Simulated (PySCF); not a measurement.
Computed shifts of a molecule C₂H₉FOSi₂, PBE/pcSseg-1 (PySCF), GIAO, gas phase, atoms alike by connectivity averaged where their shifts nearly agree, in ppm (number of nuclei): ¹³C: 60.2 (1), -10.5 (1). ²⁹Si: 11.6 (1), -79.5 (1). ¹⁹F: -184.1 (1). ¹H: 5.98 (1), 4.25 (3), 3.95 (2), 0.63 (3). References: ¹³C against TMS (σ = 182.0 ppm); ¹⁷O against H2O (σ = 334.3 ppm); ²⁹Si against TMS (σ = 335.4 ppm); ¹⁹F against CFCl3 (σ = 133.6 ppm); ¹H against TMS (σ = 31.49 ppm), references at their B3LYP-D3(BJ)/def2-TZVP geometries, non-relativistic. Coordinates come from a B3LYP-D3(BJ)/def2-SVP optimisation. One conformer was computed; it need not be the lowest.

Q: Which molecule gave these data?
A) CO[Si@H](F)[SiH2]C
B) C[Si@](O)(F)C[SiH3]
C) C[Si@@](O)([SiH3])CF
D) O[SiH2][C@H](F)C[SiH3]

A: A, CO[Si@H](F)[SiH2]C
